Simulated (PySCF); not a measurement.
C2F3, multiplicity 2. Atoms are numbered in the order given.

```xyz
5

F      0.0278    -1.9558     0.0000
C      0.5987    -0.7854     0.0000
C      0.0592     0.4223     0.0000
F     -1.2404     0.6702     0.0000
F      0.7741     1.5277     0.0000
```
Charge 0, spin multiplicity 2.

Geometry: B3LYP-D3(BJ)/def2-SVP. The isomer is the one that the SMILES or the coordinates give; other isomers of the formula were not compared.

Method: TDA-PBE/def2-SVPD run with PySCF.

Vertical excitations. Isolated molecule, no solvent.

| state | energy (eV) | λ (nm) | f | main pairs |
|---|---|---|---|---|
| root 1 | 1.39 | 894 | 0.001 | β HOMO→LUMO 99 % |
| root 2 | 4.88 | 254 | 0.000 | α HOMO→LUMO 50 %, β HOMO→LUMO+1 49 % |
| root 3 | 5.91 | 210 | 0.002 | β HOMO−1→LUMO 99 % |
| root 4 | 5.97 | 208 | 0.000 | α HOMO→LUMO+1 33 %, β HOMO→LUMO+2 64 % |
| root 5 | 6.33 | 196 | 0.009 | α HOMO→LUMO+1 55 %, α HOMO−1→LUMO 10 %, β HOMO→LUMO+2 29 % |
| root 6 | 6.37 | 195 | 0.000 | β HOMO−2→LUMO 98 % |
| root 7 | 6.54 | 190 | 0.001 | α HOMO→LUMO+2 24 %, α HOMO−1→LUMO 19 %, β HOMO→LUMO+3 52 % |
| root 8 | 6.59 | 188 | 0.011 | β HOMO−3→LUMO 96 % |
| root 9 | 6.62 | 187 | 0.019 | α HOMO−1→LUMO 66 %, α HOMO→LUMO+2 11 %, β HOMO→LUMO+3 7 % |
| root 10 | 6.91 | 179 | 0.012 | α HOMO−1→LUMO+1 97 % |
Unrestricted roots are not spin-pure.
